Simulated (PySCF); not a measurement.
A spin–spin coupling run with PySCF 2.14.0 with density-fitted response routines (density fitting, non-relativistic, gas phase) on SMILES C[SiH2][SiH2]C, C2H10Si2:

```
$ OMP_NUM_THREADS=1 python probes_run.py task.json out

{"job": {"kind": "j", "xc": "B3LYP", "basis": "6-31G*"}, "charge": 0, "multiplicity": 1}
C     -2.344006     0.448974     0.450665
Si    -0.785399    -0.419251    -0.162344
Si     1.161867     0.778527     0.368140
C      2.705765    -0.049562    -0.331048
H     -2.430311     1.450894     0.003142
H     -2.324386     0.563155     1.545054
H     -3.242452    -0.126543     0.180402
H     -0.691332    -1.791520     0.436179
H     -0.851267    -0.596488    -1.650660
H      1.274487     0.895164     1.859563
H      1.040665     2.172909    -0.171597
H      2.820700    -1.067704     0.070746
H      2.646949    -0.118219    -1.427967
H      3.607528     0.525115    -0.071536
```

Hardware: 1 thread of an Arm Neoverse V1, shared host. The job also computes field gradients.

(1) How large is the calculation?

(2) How long does it take, and how much memory does it need?

## Answers

(1) 50 electrons, 84 basis functions and 620 auxiliary functions.

(2) 10 s of wall time, with 10 SCF cycles; peak memory 0.49 GiB. Times on a shared host scatter by some tens of per cent.
